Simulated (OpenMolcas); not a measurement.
**4s2 4p2 along the 32-electron sequence**

| Quantity | Value |
| --- | --- |
| Program | OpenMolcas 26.06 |
| Method | SS-RASPT2, IPEA 0.25 Eh, imaginary shift 0.1 Eh |
| Basis | ANO-RCC-VTZP |
| Scalar Hamiltonian | DKH2, point nucleus |
| Spin-orbit coupling | state interaction with AMFI integrals over the reference wave functions, term energies averaged over their components |

Active space for each ion: 4 electrons in 9 orbitals (RAS2 4s 4p; RAS3 4d, at most 2 electrons); closed shells correlated by CASPT2: 3d.

Computed levels in cm-1 above 3P0:

```csv
Level,As+,Se2+,Br3+,Kr4+
3P1,951,1541,2330,3270
3P2,2320,3580,5150,6900
1D2,10140,13250,16300,19530
1S0,22940,28610,34100,39570
weight of 3P in the lowest level (%),99,99,98,97
```

Measured, with the error of the calculation in %. Measured levels: As+ from NIST Handbook of Basic Atomic Spectroscopic Data; Se2+ from Moore, Atomic Energy Levels, vol. II, NSRDS-NBS 35 (1971 reprint of NBS Circular 467, 1952); Kr4+ from Saloman, J. Phys. Chem. Ref. Data 36, 215 (2007).

```json
{"Level": "3P1", "As+": "1063 (-10.5)", "Se2+": "1741 (-11.5)", "Kr4+": "3743 (-12.6)"}
{"Level": "3P2", "As+": "2541 (-8.7)", "Se2+": "3937 (-9.1)", "Kr4+": "7595 (-9.2)"}
{"Level": "1D2", "As+": "10096 (+0.5)", "Se2+": "13032 (+1.7)", "Kr4+": "19723 (-1.0)"}
{"Level": "1S0", "As+": "22599 (+1.5)", "Se2+": "", "Kr4+": "39204 (+0.9)"}
```

The fine-structure level 3P2 changes by a factor of 2.97 from As+ to Kr4+. Its fourth root runs 6.94, 7.74, 8.47, 9.11, with steps per unit of Z of 0.79, 0.74, 0.64; equal steps would mean a (Z - σ)^4 law with constant σ.

1D2 changes by a factor of 1.93 over the same range, with steps per unit of Z of +3110, +3050, +3230 cm-1.

Term energies are means over components that CASPT2 splits; among the terms shown or strongly mixed into the levels shown the widest spread is 15 cm-1 (4s2 4p2 1D, Se2+). The run also gave levels led by 4s 4p2 4d, 4s2 4p 4d, which use shells meant for correlation; these and all levels above them are left out (holds for As+; Se2+). Active for correlation alone: 4d; no level in the range computed is led by a configuration that fills it, so any true level of that kind is missing (holds for Br3+; Kr4+). Measured partners are found by configuration, term and J. A level has none where our copy of the source lacks it or the pairing is in doubt (some pairs that miss far off the trend of their configuration count as doubtful), and it then counts in no deviation. Levels of configurations outside the active space are missing.
